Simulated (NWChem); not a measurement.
System: GaHSeF$_{2}$; SMILES [F][Ga]([F])[SeH]

Input file for NWChem:

```
start job
memory heap 200 mb stack 900 mb global 1100 mb
geometry units angstroms noautoz
  Ga     0.014888     0.768259     0.001523
  F     -1.423537     1.780965    -0.004095
  F      1.546328     1.638160     0.002901
  Se    -0.092071    -1.537920     0.006603
  H      1.393703    -1.583043     0.010159
end
basis spherical
  Ga library 6-31g*
  F library 6-31g*
  Se library 6-31g*
  H library 6-31g*
end
dft
  xc b3lyp
  iterations 150
  mulliken
end
task dft energy
```

Coordinates come from a PBE-D3(BJ)/def2-SVP optimisation. B3LYP is NWChem's, with the RPA form of VWN correlation.

### Question
Predict the main results of this run. (B3LYP/6-31G* (spherical d).) Quantities: energy (Ha); highest occupied level (eV); orbital gap (eV); dipole (D).

### Answer
The energy (Ha) is -4526.31 and the highest occupied level (eV) is -7.77. The orbital gap (eV) is 5.55 and the dipole (D) comes out as 2.40.
